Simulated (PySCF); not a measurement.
**Dipole response of Cd (cadmium, neutral)**

[Kr] 4d10 5s2, closed-shell 1S. Calculation: PySCF 2.14, in x2c-QZVPPall with one added diffuse shell each of s, p, d, f, g type (14s9p8d5f3g, 143 functions); the spin-free X2C one-electron Hamiltonian (Gaussian nucleus). Coupled (time-dependent) response in atomic units; α is the mean over directions.

```csv
method,mean α (bohr³),C₆ (like pair),S(−4)
PBE0,50.60,461.0,1211
```

S(−4) is the Cauchy moment in α(ω) = α(0) + S(−4) ω² + …

Reference α: 46 ± 2 bohr³ (recommended; Schwerdtfeger and Nagle, table of static dipole polarizabilities (2023 update)). Published C₆: 405.0 (Gould and Bucko (2016)).

α(iu) at PBE0:

| u (hartree) | α(iu) (bohr³) |
| --- | --- |
| 0 | 50.60 |
| 0.0500 | 47.77 |
| 0.100 | 41.14 |
| 0.200 | 27.62 |
| 0.300 | 19.08 |
| 0.500 | 11.09 |
| 0.750 | 7.095 |
| 1.00 | 5.150 |
| 1.50 | 3.222 |
| 2.00 | 2.254 |
| 3.00 | 1.294 |
| 5.00 | 0.5881 |

A single London oscillator, α(iu) = α/(1 + u²/ω²), gives C₆ = (3/4) ω α². Matching the computed C₆ needs ω = 4 × 461.0 / (3 × 50.60²) = 0.240 hartree.
